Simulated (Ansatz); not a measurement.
Frontier orbitals of `[NH2][Al]1[NH][B]1Cl`.

```xyz
8

N    -0.8433    1.7215    0.7880
Al   -0.0217    0.4849   -0.1552
N     0.2524   -1.2935    0.0745
B     0.8762   -0.9815   -1.1402
Cl    1.7523   -1.9796   -2.2746
H    -1.3097    1.5627    1.6666
H    -0.9130    2.6902    0.5238
H     0.2068   -2.2046    0.5172
```

Total charge 0; spin multiplicity 1. The structure was optimised at the PBE0-D4/def2-TZVP level. It is one conformer, not always the lowest. Basis def2-TZVPP, Ansatz 0.2.0.

Orbital energies of one run (eV). Highest occupied ones, from the top: -7.37, -9.12, -9.60, -10.07, -11.11, -11.65, -13.56, -14.11, -15.33, -16.76, -25.14, -25.99, -26.31, -78.36. Empty: 0.05, 0.55, 1.35, 2.10, 2.34, 2.90.

Which functional gave them?
A. LC-ωPBE
B. ωB97X-V
C. BHLYP
D. r2SCAN

C. HOMO energies: BHLYP -7.37, r2SCAN -5.54, ωB97X-V -8.63, LC-ωPBE -8.92 eV.

LC-ωPBE has ω = 0.4 bohr⁻¹.
